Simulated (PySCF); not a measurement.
B(Cl)(Br)(OH) (BBrClHO), SMILES OB(Cl)Br. Geometry: B3LYP-D3(BJ)/def2-SVP. Other conformers were not sampled.

Method: B3LYP-D3(BJ)/def2-SVP (PySCF).

Harmonic wavenumbers (cm⁻¹): 219, 324, 471, 494, 579, 821, 1099, 1388, 3827. Rotational constants (GHz): 6.597, 1.876, 1.460; symmetry number 1.

Work out the zero-point energy and the ideal-gas rigid-rotor harmonic-oscillator thermochemistry at 298.15 K and 1 atm.

ZPE = ½ Σ hcν = ½ × 9222 cm⁻¹ = 13.18 kcal/mol. H − E(el) = 16.60 kcal/mol. Entropy in cal/(mol K): translation 40.79, rotation 27.28, vibration 5.42, total 73.49. G − E(el) = -5.31 kcal/mol. Cp = 16.05 cal/(mol K).
